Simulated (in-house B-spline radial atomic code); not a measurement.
# Removing the outer electron along the 47-electron series: Ag to I⁶⁺

All numbers come from an all-electron radial atomic-structure program (B-spline basis), all electrons, at the radial basis limit: mean fields, RPA and GW scalar-relativistic (one-electron X2C; non-relativistic for the lightest neutral atoms and singly charged ions), without spin-orbit coupling, Breit or QED terms, open shells spin-polarised at highest spin; Brueckner, CI + MBPT and self-energy runs four-component with Breit and QED terms. References are NIST's ionisation energies.

Columns: (a) LDA VWN5, difference of total energies; (b) PBE, difference of total energies; (c) minus the highest r2SCAN level; (d) G0W0 on PBE0; (e) minus the highest B3LYP (VWN-RPA) level. Each gives computed minus reference, in eV; a star marks a semi-empirical reference. Species are left out where the tabulated value is theory, is uncertain by more than 0.12 eV, or (13 ions, such as In⁴⁺, Te⁴⁺ and Bi⁴⁺) lies off its series for all methods alike, which flatters the means a little.

```
species  configuration  reference (eV)    (a)    (b)    (c)    (d)    (e)
     Ag  [Kr] 4d10 5s1            7.58  +0.68  +0.37  -2.62  +0.30  -2.29
    Cd⁺  [Kr] 4d10 5s1           16.91  +0.80  +0.44  -3.20  +0.50  -2.71
   In²⁺  [Kr] 4d10 5s1           28.04  +0.92  +0.52  -3.69  +0.59  -3.04
   Sn³⁺  [Kr] 4d10 5s1    40.74 ± 0.04  +1.08  +0.65  -4.09  +0.68  -3.29
   Sb⁴⁺  [Kr] 4d10 5s1    55.00 ± 0.1*  +1.15  +0.70  -4.54  +0.69  -3.59
    I⁶⁺  [Kr] 4d10 5s1   87.61 ± 0.06*  +1.40  +0.93  -5.26  +0.79  -4.03
```

(1) How do the methods rank over these species?

## Answers

(1) Mean absolute differences: G0W0 on PBE0 0.59 eV; PBE, difference of total energies 0.60 eV; LDA VWN5, difference of total energies 1.00 eV; minus the highest B3LYP (VWN-RPA) level 3.16 eV; minus the highest r2SCAN level 3.90 eV. One-signed throughout: LDA VWN5, difference of total energies (too high), PBE, difference of total energies (too high), minus the highest r2SCAN level (too low), G0W0 on PBE0 (too high), minus the highest B3LYP (VWN-RPA) level (too low). Levels of semilocal functionals lie too high since their potentials lack the −1/r tail; exact exchange restores part of it.
